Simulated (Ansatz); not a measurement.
`C[Si](N)(S)Cl` and `C[Si](N)(Cl)Cl` differ in one atom or group.

Ansatz, PBE0-D4/def2-TZVP geometries, multiplicity 1. Each molecule was computed in one conformer, which needn't be the lowest.

| property | `C[Si](N)(S)Cl` |
| --- | --- |
| HOMO–LUMO gap (PBE/def2-TZVPP) / eV | 5.90 |
| LUMO energy (ωB97M-V/def2-TZVPP) / eV | 2.02 |
| LUMO energy (PBE0/def2-TZVPP) / eV | 0.53 |
| HOMO energy (PBE/def2-TZVPP) / eV | -6.26 |
| size of the dipole moment (ωB97M-V/def2-TZVPP) / D | 2.84 |
| HOMO energy (PBE0/def2-TZVPP) / eV | -7.52 |

Q: Give the same properties after the change, and the shifts. (Best estimate.)

A: The calculation gave: 
| property | `C[Si](N)(Cl)Cl` | shift |
| --- | --- | --- |
| HOMO–LUMO gap (PBE/def2-TZVPP) / eV | 6.38 | 0.48 |
| LUMO energy (ωB97M-V/def2-TZVPP) / eV | 2.08 | 0.06 |
| LUMO energy (PBE0/def2-TZVPP) / eV | 0.67 | 0.14 |
| HOMO energy (PBE/def2-TZVPP) / eV | -6.55 | -0.29 |
| size of the dipole moment (ωB97M-V/def2-TZVPP) / D | 2.40 | -0.44 |
| HOMO energy (PBE0/def2-TZVPP) / eV | -8.03 | -0.51 |

With PBE0 the HOMO falls by 0.51 eV and the LUMO rises by 0.14 eV, so the gap widens by about 0.65 eV. PBE moves the HOMO by -0.29 eV and ωB97M-V by -0.64 eV. Dipoles are sizes alone; their direction can turn.
